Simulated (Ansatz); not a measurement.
CH4BrSn, SMILES `[CH3][SnH][Br]` radical, charge 0, multiplicity 2.

**Question.** Give a relaxed structure at PBE0-D4/def2-TZVP (the Gaussian-basis code of Ansatz). (Best estimate.)

**Answer.** Ansatz gave: 
```xyz
7

C     0.0198   -1.0078   -0.1015
Sn    0.0378    1.0856   -0.6118
Br    1.4299    2.1681    1.1690
H    -0.3819   -1.0943    0.9092
H     1.0358   -1.3967   -0.1310
H    -0.6113   -1.5523   -0.8037
H    -1.5301    1.7973   -0.4303
```
